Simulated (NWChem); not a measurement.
Species: C4H3NS; SMILES C#CC1=NCS1

```xyz
9

C      0.1615     2.8932     0.0000
C     -0.0601     1.6885     0.0000
C     -0.2505     0.2820     0.0000
N     -1.3613    -0.4086     0.0000
C     -0.7095    -1.7073     0.0000
S      1.0251    -0.9785     0.0000
H      0.3402     3.9601     0.0000
H     -0.9080    -2.3087     0.9114
H     -0.9080    -2.3087    -0.9114
```
Atoms are numbered in this order, from 1.

All runs: NWChem. Structure relaxed at the PBE-D3(BJ)/def2-SVP level. Level: PBE/def2-SVP with SMD (1 M gas to 1 M solution), gas-phase geometry.

```csv
solvent,dielectric constant,solvation free energy (kcal/mol),cavity-dispersion-structure term (kcal/mol),dipole in solution (D)
water,78.4,(withheld),-0.8,1.11
ethyl acetate,5.99,-5.1,0.2,1.06
chlorobenzene,5.70,-5.8,-0.6,1.06
ethylene glycol,40.2,-4.0,2.4,1.10
```

Question: Complete the blanks.

Answer: 
- water, solvation free energy (kcal/mol): -7.2
